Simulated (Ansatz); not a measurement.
`CC(C)[CH2][Sn]([F])([F])[CH2]C(C)C` → 8 C• + 2 F• + 18 H• + Sn•  (atomization)

Isolated molecules relaxed with PBE0-D4/def2-TZVP in Ansatz; ΔE leaves out vibrations. CCSD(T)/CBS is the MP2 limit (def2-TZVPP, def2-QZVPP) plus CCSD(T) − MP2 in def2-TZVPP, frozen cores. This one scheme is used for every species, atoms too. Functionals use def2-TZVPP. Open shells (•) are unrestricted, without spin–orbit coupling. Spin–orbit coupling would lower the free atoms: a little for C, F; strongly for Sn. Elements past krypton have def2 core potentials. For Sn outer-core shells are correlated without core-valence functions, so the limit isn't a true one: a few kJ/mol of doubt a bond, and 10 to 20 or more in all where bonds break to atoms. One conformer a species, not always the lowest.

| level | ΔE (kJ/mol) | difference from CCSD(T)/CBS |
| --- | --- | --- |
| revPBE-D4 | 11316.5 | -86.7 |
| PBE0-D4 | 11416.2 | 13.0 |
| ωB97X-V | 11393.3 | -9.9 |
| ωB97M-V | 11385.4 | -17.8 |
| B2PLYP | 11240.5 | -162.7 |
| PBE | 11494.6 | 91.4 |
| BLYP | 11147.6 | -255.6 |
| r2SCANh | 11316.1 | -87.1 |
| CAM-B3LYP | 11347.9 | -55.3 |
| LC-ωPBE | 11356.2 | -47.0 |
| MP2/def2-SVP | 10997.9 | -405.3 |
| CCSD(T)/def2-SVP | 10893.8 | -509.4 |
| SCS-MP2/def2-TZVPP | 11211.7 | -191.5 |
| CCSD/def2-TZVPP | 10989.0 | -414.2 |
| HF/def2-QZVPP | 8519.8 | -2883.4 |
| SCS-MP2/def2-QZVPP | 11385.9 | -17.3 |
| CCSD(T)/CBS | 11403.2 | 0 |

Largest T1 diagnostic among the species: 0.012.

From PBE to PBE0 (25 % exact exchange), in def2-TZVPP and without D4, ΔE moves by −142.5 kJ/mol: exact exchange takes away binding that semilocal exchange gives to molecules. The D4 term adds +117.3 kJ/mol with B3LYP and +64.1 kJ/mol with PBE0; it sums over pairs of atoms, weighted by their polarisabilities, and B3LYP, whose exchange is more repulsive, gets the larger term.

B3LYP here is the variant with VWN-RPA as its local correlation; programs differ in this.

For atomizations the MP2-based limit and the directly extrapolated one differ by several kJ/mol either way, and by 10 to 25 for some Ge, Se and Sn compounds, so smaller differences from it don't rank the levels.
